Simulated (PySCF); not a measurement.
Computed shifts of a molecule C₃H₃BF₂, PySCF with PBE0/pcSseg-1, GIAO, gas phase, equivalent atoms averaged, in ppm (number of nuclei): ¹³C: 112.9 (1), 89.7 (1), 82.6 (1). ¹⁹F: -35.7 (1), -299.6 (1). ¹H: 4.73 (2), 3.53 (1). References: ¹³C against TMS (σ = 186.3 ppm); ¹¹B against BF3 (σ = 88.8 ppm); ¹⁹F against CFCl3 (σ = 167.2 ppm); ¹H against TMS (σ = 31.56 ppm), references at their B3LYP-D3(BJ)/def2-TZVP geometries, non-relativistic. Coordinates come from a B3LYP-D3(BJ)/def2-SVP optimisation. One conformer was computed; it need not be the lowest.

Task: Which structure fits?
A. CC#CB(F)F
B. C#CB(F)CF
C. FB1C=C[C@@H]1F
D. C#CCB(F)F

Result: B, C#CB(F)CF
